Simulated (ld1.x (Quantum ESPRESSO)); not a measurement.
B (Z = 5): PAW pseudisation with PBE, scalar-relativistic reference atom.

boron, PAW, made with ld1.x (Quantum ESPRESSO) 7.5 (PBE, scalar-relativistic). Core [He], reference 2s1.5 2p1.5. Waves: 2s (bound): rcut 1.45, rcutus 1.60 bohr; 2s channel at 0.35 Ry: rcut 1.45, rcutus 1.60 bohr; 2p (bound): rcut 3.10, rcutus 3.50 bohr; 2p channel at 0.1 Ry: rcut 3.10, rcutus 3.50 bohr. Local part: all-electron potential smoothed inside 3.30 bohr (lloc = -1). Core correction: Bessel-smoothed model core inside 1.25 bohr. Augmentation charge: BG, radius 1.25 bohr.

All-electron outer shells of the reference configuration (PBE, scalar-relativistic, ld1.x):

```
shell  level (eV)  outermost node (bohr)  outermost maximum (bohr)
   1s     -181.19                      –                      0.21
   2s       -9.69                   0.46                      1.52
   2p       -3.84                      –                      1.57
```

Question: Estimate the cutoffs (Ry, on a coarse ladder) from which the occupation-weighted sum of valence levels, in a spherical-Bessel basis at the reference potential, stays within 10 and 1 mRy of its value at 400 Ry.

Answer: 6 Ry and 6 Ry.

Question: Does the potential have ghost states?

Answer: No extra level below or beside the all-electron valence levels (s, p, d, f tested).

Question: Is the overlap operator S = 1 + Σ q|β⟩⟨β| positive definite (Bessel basis up to 400 Ry)?

Answer: Yes: its lowest eigenvalue is 0.19 (s channel).

Its largest configuration-test error is +24 meV (2s2 2p1). Test run stopped at test 2 of 7 (negative rho).
